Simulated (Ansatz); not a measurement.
Program: Ansatz. Geometries: PBE0-D4/def2-TZVP. ΔE: electronic, gas phase. CCSD(T)/CBS is the MP2 limit (def2-TZVPP, def2-QZVPP) plus CCSD(T) − MP2 in def2-TZVPP, frozen cores. This one scheme is used for every species. Functionals use def2-TZVPP. B3LYP here is the variant with VWN-RPA as its local correlation; programs differ in this. For Ge outer-core shells are correlated without core-valence functions, which leaves a few kJ/mol of doubt a bond. Scalar relativity is left out up to krypton. Each species was taken in one conformer, which may not be the lowest.

`BO[SiH2][GeH2][F]` + NH₃ → `[NH2][GeH2][F]` + `BO[SiH3]`  (cleavage of the Ge–Si bond)

| level | ΔE (kJ/mol) | difference from CCSD(T)/CBS |
| --- | --- | --- |
| PBE-D4 | -3.2 | 16.1 |
| r2SCAN-D4 | -14.0 | 5.3 |
| PBE0-D4 | -8.0 | 11.3 |
| B3LYP-D4 | -13.3 | 6.0 |
| ωB97X-V | -19.9 | -0.6 |
| ωB97M-V | -19.9 | -0.6 |
| B2PLYP | -22.9 | -3.6 |
| PBE | -6.0 | 13.3 |
| r2SCAN | -15.0 | 4.3 |
| PBE0 | -10.8 | 8.5 |
| B3LYP | -17.8 | 1.5 |
| HF/def2-TZVPP | -35.5 | -16.2 |
| MP2/def2-TZVPP | -28.4 | -9.1 |
| SCS-MP2/def2-TZVPP | -30.7 | -11.4 |
| CCSD/def2-TZVPP | -23.7 | -4.4 |
| CCSD(T)/def2-TZVPP | -22.6 | -3.3 |
| HF/def2-QZVPP | -35.8 | -16.5 |
| MP2/def2-QZVPP | -26.6 | -7.3 |
| SCS-MP2/def2-QZVPP | -29.3 | -10.0 |
| HF/CBS(def2) | -35.9 | -16.6 |
| MP2/CBS(def2) | -25.1 | -5.8 |
| CCSD/CBS(def2) | -20.4 | -1.1 |
| CCSD(T)/CBS | -19.3 | 0 |

Largest T1 diagnostic among the species: 0.013.

In def2-TZVPP, CCSD(T) changes the Hartree–Fock value by +12.9 kJ/mol (the triples alone add +1.1 kJ/mol) and MP2 by +7.2 kJ/mol. From PBE to PBE0 (25 % exact exchange), in def2-TZVPP and without D4, ΔE moves by −4.8 kJ/mol.
